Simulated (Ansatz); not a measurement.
`C=C(F)[SiH](O)F` + H₂O → `C=C(F)[SiH](O)O` + H–F  (formal hydrolysis of the Si–F bond)

Calculated with Ansatz (gas phase, PBE0-D4/def2-TZVP geometries, no zero-point term in ΔE). CCSD(T)/CBS adds triple-zeta CCSD(T) − MP2 to the extrapolated MP2 energy (def2 sets, frozen cores). This one scheme is used for every species. DFT in def2-TZVPP. Each species was taken in one conformer, which may not be the lowest.

Task: Is it downhill or uphill in electronic energy at CCSD(T)/CBS, and by how much? (An estimate is asked.)

Result: Computed: Uphill: ΔE = +40.9 kJ/mol.

Task: What do these levels give: PBE0-D4, r2SCAN0-D4, ωB97X-V, B2PLYP, r2SCAN, HF/def2-SVP? (Best estimate.)

Result: Computed: PBE0-D4 39.6, r2SCAN0-D4 41.3, ωB97X-V 42.1, B2PLYP 43.2, r2SCAN 43.1, HF/def2-SVP 44.8 kJ/mol.

Task: What do rigid-rotor, harmonic-oscillator terms from PBE0-D4/def2-TZVP frequencies (298.15 K, 1 bar) make of the CCSD(T)/CBS value? (Best estimate.)

Result: Ansatz gave: ΔZPE = -2.4 kJ/mol, ΔH = +39.0 kJ/mol, ΔS = -4 J/(mol·K), ΔG = +40.1 kJ/mol. Modes under 50 cm⁻¹ make the entropy rough.

Largest T1 diagnostic among the species: 0.012.

In def2-TZVPP, CCSD(T) changes the Hartree–Fock value by −7.7 kJ/mol (the triples alone add −1.2 kJ/mol) and MP2 by −9.2 kJ/mol. Leaving LDA and LC-ωPBE aside and taking each functional with its dispersion term where it has one, the values, not all of them listed here, spread over 6.7 kJ/mol, from revPBE-D4 to B97M-V. LDA lies −5.0 kJ/mol from PBE without D4.
